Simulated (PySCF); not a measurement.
# Radial density of Zr²⁺ (zirconium, charge +2)

PBEsol, [Kr] 4d1 5s1, high-spin 3D determinant (an excited configuration). Calculation: PySCF 2.14, in aug-cc-pVTZ-DK (9s8p6d3f2g, 102 functions); scalar relativity by spin-free X2C-1e.

```
r (bohr)  4πr²ρ (e/bohr)  4πr²(ρα − ρβ)
  0.0333           48.14         0.0016
  0.0561           42.21        -0.0011
  0.0943           57.97         0.0212
   0.159           51.50         0.0529
   0.267           38.42         0.1271
   0.449           40.82         0.0532
   0.755           11.84         0.1379
    1.27           8.327         0.5267
    2.14           2.029         0.7300
    3.59          0.4012         0.3845
    6.04         0.01299         0.0130
    10.2       2.648e-05         0.0000
```

Densities and radii are taken from the X2C orbitals without a picture-change correction, which distorts them close to the nucleus.
